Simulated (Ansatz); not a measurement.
`NB(S)[SiH2][SiH3]` → `BN[SiH]([SiH3])S`  (isomerisation)

Computed with Ansatz on PBE0-D4/def2-TZVP structures; ΔE is electronic, products minus reactants. CCSD(T)/CBS adds triple-zeta CCSD(T) − MP2 to the extrapolated MP2 energy (def2 sets, frozen cores). Functionals use def2-TZVPP. B3LYP here is the variant with VWN-RPA as its local correlation; programs differ in this. One conformer a species, not always the lowest.

(1) Is it downhill or uphill in electronic energy at CCSD(T)/CBS, and by how much? (An estimate is asked.)

(2) What do these levels give: r2SCAN-D4, B3LYP-D4, ωB97M-V, B2PLYP, PBE, r2SCAN, SCS-MP2/def2-TZVPP, CCSD/def2-TZVPP, CCSD(T)/def2-TZVPP, SCS-MP2/def2-QZVPP, HF/CBS(def2), CCSD/CBS(def2)? (Best estimate.)

Largest T1 diagnostic among the species: 0.014.

## Answers

(1) The calculation gave: Downhill: ΔE = -0.53 eV.

(2) Computed: r2SCAN-D4 -0.43, B3LYP-D4 -0.50, ωB97M-V -0.55, B2PLYP -0.52, PBE -0.29, r2SCAN -0.42, SCS-MP2/def2-TZVPP -0.59, CCSD/def2-TZVPP -0.52, CCSD(T)/def2-TZVPP -0.50, SCS-MP2/def2-QZVPP -0.61, HF/CBS(def2) -0.69, CCSD/CBS(def2) -0.56 eV.

In def2-TZVPP, CCSD(T) changes the Hartree–Fock value by +0.18 eV (the triples alone add +0.02 eV) and MP2 by +0.11 eV. The D4 term adds −0.03 eV with B3LYP and −0.02 eV with PBE0; it sums over pairs of atoms, weighted by their polarisabilities, and B3LYP, whose exchange is more repulsive, gets the larger term.
